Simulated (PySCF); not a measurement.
# Worked example: oscillator strength and radiative lifetime

CH7ClN2Si2, SMILES N[Si@]1(Cl)NC[SiH2]1.

The structure is a stationary point at B3LYP-D3(BJ)/def2-SVP. The structure was generated by enumeration; whether it is a known compound was not checked. Other conformers were not sampled.

PySCF with TDDFT-PBE/def2-SVPD puts the first singlet state with f over 0.02 at 5.53 eV (vertical), with the transition dipole (0.446, -0.114, 0.381) in atomic units.

### Question
Find the oscillator strength, the wavelength and the radiative lifetime that this transition would have in vacuum if emission retraced absorption.

### Answer

|μ|² = 0.3571 au, so |μ| = 1.52 D. ΔE = 5.53/27.211 = 0.2032 hartree. f = (2/3) ΔE |μ|² = 0.048 (the program prints 0.048).
λ = 1239.84/5.53 = 224 nm; ν = 44602 cm⁻¹.
Einstein's coefficient A = 0.6670 ν² f s⁻¹ (ν in cm⁻¹) = 6.4e7 s⁻¹, so τ = 1/A = 16 ns. This state is S3; the lower singlets have f = 0.003, 0.003. The figure is the radiative limit of this one transition; relaxation, internal conversion, crossing to triplets and a medium change what is measured.
